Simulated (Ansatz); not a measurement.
`CCBCF` + H₂O → `OBCF` + ethane  (formal hydrolysis of a B–C bond)

Program: Ansatz. Geometries: PBE0-D4/def2-TZVP. ΔE: electronic, gas phase. CCSD(T)/CBS adds triple-zeta CCSD(T) − MP2 to the extrapolated MP2 energy (def2 sets, frozen cores). This one scheme is used for every species. Each species was taken in one conformer, which may not be the lowest.

```json
{"species": "`CCBCF`", "CCSD(T)/CBS(def2) energy (Eh)": "-243.54510"}
{"species": "H₂O", "CCSD(T)/CBS(def2) energy (Eh)": "-76.37941"}
{"species": "`OBCF`", "CCSD(T)/CBS(def2) energy (Eh)": "-240.25532"}
{"species": "`CC`", "CCSD(T)/CBS(def2) energy (Eh)": "-79.71954"}
```

Question: Work out ΔE.

Answer: ΔE = (-240.25532) + (-79.71954) − (-243.54510) − (-76.37941) = -0.05035 Eh = -132.2 kJ/mol.

Question: What do rigid-rotor, harmonic-oscillator terms from PBE0-D4/def2-TZVP frequencies (298.15 K, 1 bar) make of the CCSD(T)/CBS value? (Best estimate.)

Answer: Ansatz gave: ΔZPE = +10.4 kJ/mol, ΔH = -125.6 kJ/mol, ΔS = -11 J/(mol·K), ΔG = -122.2 kJ/mol. Modes under 50 cm⁻¹ make the entropy rough.

Largest T1 diagnostic among the species: 0.012.

In def2-TZVPP, CCSD(T) changes the Hartree–Fock value by +13.6 kJ/mol (the triples alone add +0.9 kJ/mol) and MP2 by +14.5 kJ/mol. At CCSD(T), def2-SVP lies −31.9 kJ/mol from the extrapolated value and def2-TZVPP −5.4 kJ/mol. Leaving LDA and LC-ωPBE aside and taking each functional with its dispersion term where it has one, the values, not all of them listed here, spread over 13.8 kJ/mol, from B2PLYP to revPBE-D4.
